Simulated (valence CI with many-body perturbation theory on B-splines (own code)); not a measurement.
**Yb LVI: what each term of the Hamiltonian does**

Computed by valence CI with perturbative core correlation (CI+MBPT): five valence electrons over a frozen Dirac-Fock core [Ne], a basis of 9 s, 9 p, 8 d, 6 f, 3 g, 1 h functions for each j, with the one-electron correlation potential Σ1, the two-electron term Σ2, the three-electron term Σ3, Breit, model QED; selected CI, second order for the rest (own B-spline code, finite nucleus).

The last digits are not significant, and no measured levels were compared; by estimate large intervals hold to a few tenths of a per cent, small ones and those within an open d or f shell to about a per cent. Among the levels kept, up to 570 cm⁻¹ of a level comes from second order outside the variational space, and about a tenth of that is noise between levels of different J, which matters for small intervals.

Each rung adds one term. CI alone is the Dirac-Coulomb CI over the frozen core; QED comes last and gives the full result, which names the levels. Energies are above (3s^2 3p1/2^2 3p3/2) J=3/2 on the same rung, in Ry.

Levels are named by their leading jj configuration (3d3/2^4 stands for four electrons in 3d with j = 3/2), which in mixed levels can hold well under half, so a name can repeat and another be missing. Letters in brackets count levels of one name in rising energy.

| Level | CI alone | Σ1 | Σ2 | Σ3 | Breit | QED | Full |
| --- | --- | --- | --- | --- | --- | --- | --- |
| (3s^2 3p1/2^2 3d3/2) J=3/2 | 15.860 | -0.0175 | -0.0210 | -0.0099 | -0.0537 | -0.0493 | 15.709 |
| (3s^2 3p1/2 3p3/2^2) J=3/2 | 19.260 | +0.0117 | +0.0128 | +0.0018 | -0.2427 | +0.0254 | 19.069 |
| (3s^2 3p1/2 3p3/2^2) J=5/2 | 20.120 | +0.0118 | +0.0092 | -0.0002 | -0.2796 | +0.0252 | 19.886 |
| (3s^2 3p1/2 3p3/2^2) J=1/2 | 21.126 | +0.0118 | +0.0067 | -0.0025 | -0.2331 | +0.0249 | 20.934 |
| (3s^2 3p1/2^2 3d5/2) J=5/2 | 21.459 | -0.0072 | -0.0316 | -0.0138 | -0.1961 | -0.0383 | 21.172 |
| (3s 3p1/2^2 3p3/2^2) J=5/2 | 31.096 | -0.0070 | +0.0013 | +0.0083 | -0.0609 | -0.2274 | 30.811 |
| (3s 3p1/2^2 3p3/2^2) J=3/2 | 33.173 | -0.0067 | -0.0133 | +0.0052 | -0.1019 | -0.1770 | 32.879 |
| (3s 3p1/2^2 3p3/2^2) J=1/2 | 33.231 | -0.0068 | -0.0078 | +0.0052 | -0.0413 | -0.2131 | 32.967 |
| (3s^2 3p1/2 3p3/2 3d3/2) J=5/2 [a] | 34.999 | -0.0057 | -0.0101 | -0.0058 | -0.3346 | -0.0237 | 34.619 |
| (3s^2 3p1/2 3p3/2 3d3/2) J=1/2 [a] | 35.167 | -0.0057 | -0.0096 | -0.0061 | -0.2877 | -0.0245 | 34.834 |
| (3s^2 3p1/2 3p3/2 3d3/2) J=3/2 [a] | 35.199 | -0.0059 | -0.0138 | -0.0062 | -0.2968 | -0.0396 | 34.837 |
| (3s^2 3p1/2 3p3/2 3d3/2) J=7/2 | 35.887 | -0.0055 | -0.0099 | -0.0091 | -0.3763 | -0.0228 | 35.463 |
| (3s^2 3p1/2 3p3/2 3d3/2) J=5/2 [b] | 37.901 | -0.0055 | -0.0450 | -0.0183 | -0.3166 | -0.0314 | 37.484 |
| (3s^2 3p1/2 3p3/2 3d3/2) J=1/2 [b] | 38.529 | -0.0058 | -0.0528 | -0.0176 | -0.2610 | -0.0485 | 38.143 |
| (3s^2 3p1/2 3p3/2 3d3/2) J=3/2 [b] | 38.575 | -0.0060 | -0.0661 | -0.0178 | -0.2525 | -0.0721 | 38.161 |
| (3s^2 3p1/2 3p3/2 3d5/2) J=7/2 [a] | 39.704 | +0.0046 | -0.0082 | -0.0066 | -0.4398 | -0.0108 | 39.243 |
| (3s^2 3p1/2 3p3/2 3d5/2) J=3/2 [a] | 40.506 | +0.0044 | -0.0194 | -0.0086 | -0.4228 | -0.0184 | 40.041 |
| (3s^2 3p3/2^3) J=3/2 | 40.525 | +0.0233 | +0.0200 | -0.0011 | -0.4854 | +0.0478 | 40.130 |
| (3s^2 3p1/2 3p3/2 3d5/2) J=9/2 | 40.668 | +0.0047 | -0.0076 | -0.0107 | -0.5094 | -0.0106 | 40.134 |

The middle columns are the shifts that each term adds.

Task: How does the ionisation energy move along the ladder, and which term matters most?

Result: CI alone 5345.9, + Σ1 5346.8, + Σ2 5346.9, + Σ3 5346.5, + Breit 5342.2, + QED 5341.7 eV. The largest step is Breit, -4.3 eV. NIST lists 5339 ± 5 eV (theoretical).
